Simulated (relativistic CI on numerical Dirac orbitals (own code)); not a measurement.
## d5 in a ligand field

Computed with a parametric ligand-field model of a d^n configuration (Racah B and C, spin-orbit zeta, crystal field), exact diagonalisation.

Field parameters in Wybourne normalisation: Oh B⁴₀ = 21Dq, B⁴₄ = √(5/14) B⁴₀; Td as Oh with Dq negative (B⁴₀ = 21Dq, B⁴₄ = √(5/14) B⁴₀). The field is a parameter set, without covalency.

**Question.** A d5 ion in Oh symmetry has the ground term 2T2 and bands at 6A1 15618 cm⁻¹ (640 nm), 4T1 15698 cm⁻¹ (637 nm), 4T2 23121 cm⁻¹ (433 nm), 2A2 31520 cm⁻¹ (317 nm), 2T1 31863 cm⁻¹ (314 nm), 2T2 34468 cm⁻¹ (290 nm), 2E 36904 cm⁻¹ (271 nm). Which parameters reproduce them?

**Answer.** B = 1010, C = 4580, ζ = 0 cm⁻¹, Oh, 10Dq = 36900 cm⁻¹.

**Question.** A d5 ion in Oh symmetry has the ground term 2T2 and bands at 4T1 15610 cm⁻¹ (641 nm), 4T2 20073 cm⁻¹ (498 nm), 6A1 22641 cm⁻¹ (442 nm), 2A2 24144 cm⁻¹ (414 nm), 2T1 24354 cm⁻¹ (411 nm), 2T2 25975 cm⁻¹ (385 nm), 2E 27302 cm⁻¹ (366 nm). Which parameters reproduce them?

**Answer.** B = 590, C = 2440, ζ = 0 cm⁻¹, Oh, 10Dq = 27300 cm⁻¹.

**Question.** Ground term and bands for B = 710, C = 3100, ζ = 0 cm⁻¹, Oh, 10Dq = 16550 cm⁻¹?

**Answer.** Ground term 6A1 with 2.00 electrons in the two orbitals of the cubic e set. Spin-allowed: none. Lowest spin-forbidden: 2T2 6071 cm⁻¹ (1647 nm), 4T1 8581 cm⁻¹ (1165 nm), 4T2 13436 cm⁻¹ (744 nm). A high-spin d5 ion has no spin-allowed d-d band, hence its pale colour.

**Question.** Ground term and bands for B = 650, C = 2540, ζ = 0 cm⁻¹, Td, 10Dq = -8300 cm⁻¹?

**Answer.** Ground term 6A1 with 2.00 electrons in the two orbitals of the cubic e set. Spin-allowed: none. Lowest spin-forbidden: 4T1 12740 cm⁻¹ (785 nm), 2T2 15728 cm⁻¹ (636 nm), 4T2 16359 cm⁻¹ (611 nm). A high-spin d5 ion has no spin-allowed d-d band, hence its pale colour.

**Question.** Ground term and bands for B = 490, C = 2360, ζ = 0 cm⁻¹, Td, 10Dq = -3100 cm⁻¹?

**Answer.** Ground term 6A1 with 2.00 electrons in the two orbitals of the cubic e set. Spin-allowed: none. Lowest spin-forbidden: 4T1 14993 cm⁻¹ (667 nm), 4T2 16271 cm⁻¹ (615 nm), 4A1+E 16700 cm⁻¹ (599 nm). A high-spin d5 ion has no spin-allowed d-d band, hence its pale colour.
